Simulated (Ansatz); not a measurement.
C19H15Br, relaxed as a singlet with RKS r2SCAN-D4/def2-SVP in Ansatz, starting from the GFN2-xTB geometry. Force threshold 0.03 eV/Å.

Start:

```xyz
35

Br   -1.121    2.537    0.630
C    -1.350   -0.127   -3.908
C    -0.045   -0.282   -3.478
C     0.299   -0.001   -2.166
C    -0.661    0.450   -1.269
C    -0.317    0.722    0.176
C     1.171    0.842    0.401
C     1.872    1.920   -0.133
C     3.237    2.029    0.042
C     3.927    1.058    0.750
C     3.241   -0.026    1.266
C     1.872   -0.138    1.093
C    -0.954   -0.277    1.112
C    -1.019   -0.016    2.477
C    -1.558   -0.944    3.347
C    -2.040   -2.150    2.867
C    -1.970   -2.422    1.513
C    -1.430   -1.494    0.639
C    -1.974    0.597   -1.709
C    -2.316    0.310   -3.016
H    -1.614   -0.346   -4.931
H     0.716   -0.625   -4.163
H     1.320   -0.141   -1.845
H     1.341    2.682   -0.685
H     3.763    2.875   -0.374
H     4.993    1.146    0.896
H     3.770   -0.796    1.809
H     1.354   -0.996    1.494
H    -0.651    0.924    2.863
H    -1.605   -0.722    4.403
H    -2.469   -2.873    3.545
H    -2.337   -3.361    1.127
H    -1.375   -1.725   -0.415
H    -2.733    0.940   -1.021
H    -3.339    0.429   -3.337
```

(1) Estimate the energy that the relaxation releases and the steps that it takes.

(2) Does the start keep its bonding and symmetry?

(3) Predict the relaxed structure.

## Answers

(1) 3.8 kcal/mol, in 4 steps; 35 s on 2 threads of AMD EPYC 7R13 on a shared host and a share (18 GiB) of an NVIDIA H100 80GB HBM3. No frequencies were taken in this run, so the end may be a saddle point.

(2) By distances, no bond broke or formed. The bond that changes most is Br1–C6, from 2.04 to 2.06 Å (atoms count from 1).

(3) 
| atom | x (Å) | y (Å) | z (Å) |
| --- | --- | --- | --- |
| Br1 | -1.151 | 2.583 | 0.644 |
| C2 | -1.346 | -0.151 | -3.940 |
| C3 | -0.029 | -0.283 | -3.498 |
| C4 | 0.310 | 0.035 | -2.177 |
| C5 | -0.667 | 0.491 | -1.279 |
| C6 | -0.331 | 0.745 | 0.185 |
| C7 | 1.166 | 0.875 | 0.431 |
| C8 | 1.888 | 1.945 | -0.128 |
| C9 | 3.272 | 2.028 | 0.019 |
| C10 | 3.967 | 1.039 | 0.728 |
| C11 | 3.262 | -0.033 | 1.277 |
| C12 | 1.872 | -0.116 | 1.131 |
| C13 | -0.992 | -0.260 | 1.121 |
| C14 | -1.039 | -0.018 | 2.506 |
| C15 | -1.559 | -0.971 | 3.380 |
| C16 | -2.041 | -2.191 | 2.889 |
| C17 | -1.989 | -2.446 | 1.519 |
| C18 | -1.468 | -1.490 | 0.639 |
| C19 | -1.993 | 0.610 | -1.732 |
| C20 | -2.329 | 0.295 | -3.047 |
| H21 | -1.609 | -0.394 | -4.974 |
| H22 | 0.748 | -0.633 | -4.183 |
| H23 | 1.344 | -0.085 | -1.845 |
| H24 | 1.350 | 2.724 | -0.677 |
| H25 | 3.812 | 2.873 | -0.417 |
| H26 | 5.052 | 1.106 | 0.848 |
| H27 | 3.792 | -0.814 | 1.830 |
| H28 | 1.337 | -0.966 | 1.560 |
| H29 | -0.669 | 0.935 | 2.894 |
| H30 | -1.594 | -0.757 | 4.452 |
| H31 | -2.454 | -2.937 | 3.575 |
| H32 | -2.358 | -3.397 | 1.122 |
| H33 | -1.425 | -1.710 | -0.430 |
| H34 | -2.764 | 0.963 | -1.041 |
| H35 | -3.366 | 0.403 | -3.380 |
Bond lengths: 21 × C–C 1.39 to 1.52 Å; 1 × Br–C 2.06 Å; 15 × C–H 1.09 Å.
